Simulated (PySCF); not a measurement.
C₃H₇FOSi, SMILES C(=C/O[SiH2]C)/F.

Geometry optimised at B3LYP-D3(BJ)/def2-SVP. The structure was generated by enumeration; whether it is a known compound was not checked. The values are those of a single conformer.

The numbers are results of PySCF with PBE/def2-TZVP, not measurements.

The total energy is -582.74228 hartree, the highest occupied level is -5.40 eV and the lowest empty level is -0.48 eV. The orbital gap is 4.92 eV, the dipole moment is 1.87 D and the quadrupole, principal values (traceless, Buckingham form, about the centre of nuclear charge) comes out as -5.78, -3.50, 9.28 D·Å. The mean static polarisability comes out as 70.2 bohr³ (10.40 Å³) and the polarisability, principal values is 54.6, 65.0, 90.9 bohr³.
